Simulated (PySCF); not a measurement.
# Vibration and rotation of ZrO

PBE0 constants of ZrO, ³Δ (triplet), unpaired electrons σ ↑, δ ↑ (PySCF, scalar-relativistic core potentials, basis sets Zr cc-pVDZ-PP with ECP28, O cc-pVDZ; masses 89.9047 and 15.9949 u):

```
ωe   : 969.6 cm⁻¹
ωexe : 2.79 cm⁻¹
Be   : 0.41167 cm⁻¹
αe   : 0.00165 cm⁻¹
```

**Question.** What force constant and bond length do these constants imply?

**Answer.** Reduced mass μred = 13.579 u; k = 5.8918×10⁻⁷·μred·ωe² (u, cm⁻¹, mdyn/Å) = 7.52 mdyn/Å; Re = √(16.8576/(μred·Be)) (u, cm⁻¹, Å) = 1.737 Å.

**Question.** Estimate the centrifugal constant D from the Kratzer relation and find the Dunham coefficient a1.

**Answer.** D = 4Be³/ωe² = 2.97e-07 cm⁻¹; a1 = −1 − αeωe/(6Be²) = -2.57.

The measured ground state is X ¹Σ+ (Huber and Herzberg, Constants of Diatomic Molecules (1979)), not the state shown. De is left out where the level can put another filling of the metal’s s and d shells below the measured ground configuration, by anything from nothing to about 1 eV. These are scalar-relativistic numbers at best; spin–orbit coupling would shift them, the dissociation energy most. The state is the lowest single determinant that the PBE0 search found; with open d or f shells the true ground state can be another one.
